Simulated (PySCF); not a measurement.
## Peak assignment

Molfile (atoms numbered from 1):
```
C6H5FSi
     RDKit          3D

 13 12  0  0  0  0  0  0  0  0999 V2000
    3.5987    0.5025   -0.1302 C   0  0  0  0  0  0  0  0  0  0  0  0
    2.4003    0.4145   -0.1114 C   0  0  0  0  0  0  0  0  0  0  0  0
    1.0013    0.2811   -0.0729 C   0  0  0  0  0  0  0  0  0  0  0  0
    0.3535   -0.8792    0.0747 C   0  0  0  0  0  0  0  0  0  0  0  0
    1.0777   -2.0240    0.1907 F   0  0  0  0  0  0  0  0  0  0  0  0
   -1.5201   -1.1423    0.1610 Si  0  0  0  0  0  4  0  0  0  0  0  0
   -2.2492    0.5494   -0.0001 C   0  0  0  0  0  0  0  0  0  0  0  0
   -2.7463    1.6386   -0.1100 C   0  0  0  0  0  0  0  0  0  0  0  0
    4.6436    0.5904   -0.1506 H   0  0  0  0  0  0  0  0  0  0  0  0
    0.4149    1.1840   -0.1658 H   0  0  0  0  0  0  0  0  0  0  0  0
   -1.8586   -1.7262    1.4623 H   0  0  0  0  0  0  0  0  0  0  0  0
   -1.9480   -1.9845   -0.9597 H   0  0  0  0  0  0  0  0  0  0  0  0
   -3.1721    2.5964   -0.2058 H   0  0  0  0  0  0  0  0  0  0  0  0
  1  2  3  0
  2  3  1  0
  3  4  2  0
  4  5  1  0
  4  6  1  0
  6  7  1  0
  7  8  3  0
  1  9  1  0
  3 10  1  0
  6 11  1  0
  6 12  1  0
  8 13  1  0
M  END
```

Level of theory: geometry from GFN2-xTB, shieldings: GIAO PBE0/pcSseg-1, in PySCF (one computed conformer, fast rotation and ring inversion assumed for equivalent nuclei, in vacuum, non-relativistic Hamiltonian).

δ = σ(ref) − σ, references computed at the same level: TMS for $^{13}$C and $^{1}$H.

Problem. Assign these signals to the numbered atoms. $^{13}$C{$^{1}$H} NMR (computed): δ 185.5 (C), 112.8 (CH), 107.1 (CH), 98.7 (CH), 83.3 (C), 79.5 (C).

Solution. 
```tsv
δ (ppm)	atoms	environment	reason
185.5	C4	fully substituted alkene carbon	–
112.8	C3	alkene CH	an sp2 carbon of a C=C bond
107.1	C8	terminal alkyne carbon	–
98.7	C1	terminal alkyne carbon	the triple bond shields along its axis, which puts it between sp3 and sp2 carbons
83.3	C7	alkyne carbon	the triple bond shields along its axis, which puts it between sp3 and sp2 carbons
79.5	C2	alkyne carbon	–
```

Problem. Assign these signals to the numbered atoms. $^{1}$H NMR (400 MHz, computed): δ 5.96 (m, 1H), 4.80 (m, 2H), 3.22 (d, 1H), 2.02 (t, 1H).

Solution. 
| δ (ppm) | atoms | environment | reason |
| --- | --- | --- | --- |
| 5.96 | H10 | hydrogen on an alkene CH | attached to an sp2 carbon and in the plane of the double bond |
| 4.80 | H11/H12 | hydrogen on a silicon bonded to 2 C | – |
| 3.22 | H9 | hydrogen on a terminal alkyne carbon | it lies on the axis of the triple bond, in its shielding cone |
| 2.02 | H13 | hydrogen on a terminal alkyne carbon | – |

Splittings by $^{19}$F in the carbon and heteronuclear signals aren't shown, as no couplings were computed. Shifts are as computed. Against solution values, carbons near 30 ppm lie about +3 ppm off and those near 130 ppm about +5 ppm. Of 1211 compounds with measured shifts, 218 miss one by over three times the rms of a fit or turn the order of signals round; such compounds aren't used in these exercises. Multiplicities follow the n + 1 count of equivalent neighbours, as no J values were calculated; m marks all less simple cases, F and P coupling included.
